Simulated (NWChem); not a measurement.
All runs are NWChem calculations. System: FIn, charge 0, spin multiplicity 1, at a geometry optimised with B3LYP/def2-SVP with def2 effective core potentials on In. The structure started from a generated list of species. Level: MP2/def2-TZVPD with def2 effective core potentials on In, 5 core orbitals frozen.

Job file:

```
start mol
memory heap 200 mb stack 900 mb global 1100 mb
geometry units angstroms nocenter noautoz
  In     0.000000     0.000000    -0.311099
  F      0.000000     0.000000     1.693760
  symmetry group C2v
end
basis spherical
  * library def2-tzvpd
end
ecp
  In library def2-ecp
end
scf
  rhf
  nopen 0
  maxiter 100
  thresh 1e-7
  semidirect memsize 60000000 filesize 0
end
mp2
  freeze core 5
end
task mp2 energy
```

Output (cleaned and shortened):

```
             Northwest Computational Chemistry Package (NWChem) 7.3.0
             --------------------------------------------------------

                                NWChem Input Module
                                -------------------

 Scaling coordinates for geometry "geometry" by  1.889725989
 (inverse scale =  0.529177249)

 Turning off AUTOSYM since
 SYMMETRY directive was detected!

                             Geometry "geometry" -> ""
                             -------------------------

 Output coordinates in angstroms (scale by  1.889725989 to convert to a.u.)

  No.       Tag          Charge          X              Y              Z
 ---- ---------------- ---------- -------------- -------------- --------------
    1 In                  49.0000     0.00000000     0.00000000    -0.31109900
    2 F                    9.0000     0.00000000     0.00000000     1.69376000

 Effective nuclear repulsion energy (a.u.)     116.4007876907

            Nuclear Dipole moment (a.u.)
            ----------------------------
        X                 Y               Z
 ---------------- ---------------- ----------------
     0.0000000000     0.0000000000    -0.0000207870

      Symmetry information
      --------------------

 Group name             C2v
 Group number             16
 Group order               4
 No. of unique centers     2

      Symmetry unique atoms

     1    2


 Summary of "ao basis" -> "" (spherical)
 ------------------------------------------------------------------------------
       Tag                 Description            Shells   Functions and Types
 ---------------- ------------------------------  ------  ---------------------
 *                         def2-tzvpd                 on all atoms

 Summary of "ao basis" -> "ao basis" (spherical)
 ------------------------------------------------------------------------------
       Tag                 Description            Shells   Functions and Types
 ---------------- ------------------------------  ------  ---------------------
 In                        def2-tzvpd               18       56   7s5p4d2f
 F                         def2-tzvpd               14       40   6s4p3d1f

                                 NWChem SCF Module
                                 -----------------

  ao basis        = "ao basis"
  functions       =    96
  atoms           =     2
  closed shells   =    15
  open shells     =     0
  charge          =   0.00
  wavefunction    = RHF
  use symmetry    = T
  symmetry adapt  = T

 Summary of "ao basis" -> "ao basis" (spherical)
 ------------------------------------------------------------------------------
       Tag                 Description            Shells   Functions and Types
 ---------------- ------------------------------  ------  ---------------------
 In                        def2-tzvpd               18       56   7s5p4d2f
 F                         def2-tzvpd               14       40   6s4p3d1f

      Symmetry analysis of basis
      --------------------------

        a1         42
        a2         10
        b1         22
        b2         22

 Forming initial guess at       0.1s

      Superposition of Atomic Density Guess
      -------------------------------------

 Sum of atomic energies:        -317.47844147

      Non-variational initial energy
      ------------------------------

 Total energy =    -288.435197
 1-e energy   =    -573.526981
 2-e energy   =     235.205732
 HOMO         =      -0.328262
 LUMO         =      -0.002431
[...]
    65      0.164966  2 F  pz                19     -0.162961  1 In pz

 Vector   16  Occ=0.000000D+00  E= 1.708187D-02  Symmetry=b2
              MO Center=  1.5D-27, -1.4D-15, -6.4D-01, r^2= 7.8D+00
   Bfn.  Coefficient  Atom+Function         Bfn.  Coefficient  Atom+Function
  ----- ------------  ---------------      ----- ------------  ---------------
    21      0.824815  1 In py                18      0.225531  1 In py
    12     -0.202169  1 In py                15      0.202435  1 In py
    73     -0.156205  2 F  py

 Vector   17  Occ=0.000000D+00  E= 1.708187D-02  Symmetry=b1
              MO Center=  8.7D-15,  2.6D-29, -6.4D-01, r^2= 7.8D+00
   Bfn.  Coefficient  Atom+Function         Bfn.  Coefficient  Atom+Function
  ----- ------------  ---------------      ----- ------------  ---------------
    20      0.824815  1 In px                17      0.225531  1 In px
    11     -0.202169  1 In px                14      0.202435  1 In px
    72     -0.156205  2 F  px

 Vector   18  Occ=0.000000D+00  E= 5.032654D-02  Symmetry=a1
              MO Center= -1.1D-14, -8.5D-15, -1.2D+00, r^2= 1.6D+01
   Bfn.  Coefficient  Atom+Function         Bfn.  Coefficient  Atom+Function
  ----- ------------  ---------------      ----- ------------  ---------------
     6      1.896194  1 In s                  7     -1.851792  1 In s
    62     -0.291645  2 F  s                 74      0.268198  2 F  pz
    22      0.239565  1 In pz                 2      0.209091  1 In s
     1     -0.154162  1 In s

 center of mass
 --------------
 x =   0.00000000 y =   0.00000000 z =  -0.05035159

 moments of inertia (a.u.)
 ------------------
         234.007193299691           0.000000000000           0.000000000000
           0.000000000000         234.007193299691           0.000000000000
           0.000000000000           0.000000000000           0.000000000000

  Mulliken analysis of the total density
  --------------------------------------

    Atom       Charge   Shell Charges
 -----------   ------   -------------------------------------------------------
    1 In  21    20.30   0.40 -0.84  1.58  0.85  1.03  0.88  0.02 -0.41  6.37  0.20  0.14  0.01  8.95  1.05  0.04 -0.00  0.02  0.00
    2 F    9     9.70   0.77  1.20  0.60  0.99  0.40 -0.01  2.22  2.27  1.19  0.06  0.00  0.00  0.00  0.00

       Multipole analysis of the density wrt the origin
       ------------------------------------------------

     L   x y z        total         open         nuclear
     -   - - -        -----         ----         -------
     0   0 0 0     -0.000000      0.000000     30.000000

     1   1 0 0      0.000000      0.000000      0.000000
     1   0 1 0      0.000000      0.000000      0.000000
     1   0 0 1     -1.324101      0.000000     16.460951

     2   2 0 0    -18.800151      0.000000      0.000000
     2   1 1 0      0.000000      0.000000      0.000000
     2   1 0 1      0.000000      0.000000      0.000000
     2   0 2 0    -18.800151      0.000000      0.000000
     2   0 1 1      0.000000      0.000000      0.000000
     2   0 0 2    -27.516037      0.000000     99.460715

                   NWChem MP2 Semi-direct Energy/Gradient Module
                   ---------------------------------------------

  Basis functions       =     96
  Molecular orbitals    =     96
  Frozen core           =      5
  Frozen virtuals       =      0
  Active alpha occupied =     10
  Active beta occupied  =     10
  Active alpha virtual  =     81
  Active beta virtual   =     81
  Use MO symmetry       = T
  Use skeleton AO sym   = T

  AO/Fock/Back tols     =   1.0D-09  1.0D-09  1.0D-09

 GA uses MA = F    GA memory limited = T

 Available:
  local mem=  1.26D+08
 global mem=  1.44D+08
 local disk=  0.00D+00
  mp2_memr nvloc                    81
  nvloc new                    81
   1 passes of  10:        5242880                      59284                  12731055.
   1 passes of  10: M    126140675           G      144160768           F     120897795.

 Semi-direct pass number   1 of   1  for RHF alpha+beta  at        1.9s
  vrange nnbf                  4617
  mp2_eaftype                    48  avail_ma_in_mb                  1099
 EAF : mp2_eaftype filesize          48    6365528.
  mp2_eaf for mointskh                     48
Node 0 wrote     29.9 Mb in      0.0 s     Agg I/O rate:  1903.4 Mb/s
 Done moints_semi at        5.2s
  mp2_eaftype                    48  avail_ma_in_mb                  1051
 EAF : mp2_eaftype filesize          48    6365528.
  mp2_eaf for kh                    48
 Done maket at        5.4s
 Done multipass loop at        5.4s

          -------------------------------------------
          SCF energy                -288.757026262189
          Correlation energy          -0.528050339359
          Singlet pairs               -0.285589157838
          Triplet pairs               -0.242461181521
          Total MP2 energy          -289.285076601548
          -------------------------------------------

          ---------------------------------------------------
                    Spin Component Scaled (SCS) MP2
          Same spin pairs                     -0.161640787681
          Same spin scaling factor             0.333333333333
          Opposite spin pairs                 -0.366409551679
          Opposite spin scaling fact.          1.200000000000
          SCS-MP2 correlation energy          -0.493571724575
          Total SCS-MP2 energy              -289.250597986764
          ---------------------------------------------------

 -----------------------
 Performance information
 -----------------------

 Timer overhead =  2.08D-07 seconds/call

               Nr. of calls         CPU time (s)                 Wall time (s)                GFlops
             ---------------    -------------------     ------------------------------   -------------------
Name         Min   Avg   Max    Min     Avg     Max     Min     Avg     Max   Mx/calls   Min     Max     Sum
mp2: moin     1     1     1    3.3     3.3     3.3      3.3     3.3     3.3     3.3      0.0     0.0     0.0
mp2: make     1     1     1   0.14    0.14    0.14     0.14    0.14    0.14    0.14      0.0     0.0     0.0
mp2: tota     1     1     1    3.6     3.6     3.6      3.6     3.6     3.6     3.6      0.0     0.0     0.0

 The average no. of pstat calls per process was 3.00D+00
 with a timing overhead of 6.23D-07s

 Task  times  cpu:        5.3s     wall:        5.3s

 Total times  cpu:        5.4s     wall:        5.4s
```
